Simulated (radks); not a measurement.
Q: Radial electron density D(r) = 4 pi r^2 rho(r) of an atom or ion with 41 electrons. Calculated with a radial shooting solver on a logarithmic mesh with Libxc functionals: Dirac Kohn-Sham, B86b exchange with PBE correlation, spin-unpolarised, spherical densities, finite nucleus; Fermi nuclear charge, rms radius of each element as measured or else 0.836 A^(1/3) + 0.57 fm.

| r (bohr) | D(r) (e/bohr) |
|---|---|
| 0.003668 | 7.355 |
| 0.005011 | 11.95 |
| 0.006845 | 18.65 |
| 0.009352 | 27.56 |
| 0.01278 | 37.86 |
| 0.01745 | 47.17 |
| 0.02404 | 52.00 |
| 0.03284 | 49.93 |
| 0.04486 | 44.75 |
| 0.06129 | 45.68 |
| 0.08372 | 56.43 |
| 0.1144 | 63.55 |
| 0.1563 | 52.69 |
| 0.2135 | 39.34 |
| 0.2916 | 44.24 |
| 0.4016 | 45.75 |
| 0.5487 | 26.49 |
| 0.7496 | 11.88 |
| 1.024 | 10.34 |
| 1.399 | 7.572 |
| 1.911 | 3.096 |
| 2.611 | 1.099 |
| 3.567 | 0.5186 |
| 4.873 | 0.3677 |
| 6.711 | 0.3339 |
| 9.169 | 0.1811 |
| 12.53 | 0.03966 |
| 17.11 | 0.003277 |

What is the nuclear charge?

A: Z = 41. The innermost maximum, from 1s, lies near gamma/Z bohr with gamma = sqrt(1 - (Z/c)^2) = 0.954, here 0.0233 bohr (found: 0.0254), and its height grows with Z. The density is that of neutral niobium in [Kr] 4d2 5s1 5d2; the configuration itself is not fixed sharply by these data, and Z only to a few units. D(r) has 4 maxima, at r = 0.0254, 0.112, 0.353, 0.961 bohr, and minima at 0.0514, 0.228, 0.938 bohr, inside which lie 2.06, 11.10, 29.78 electrons.
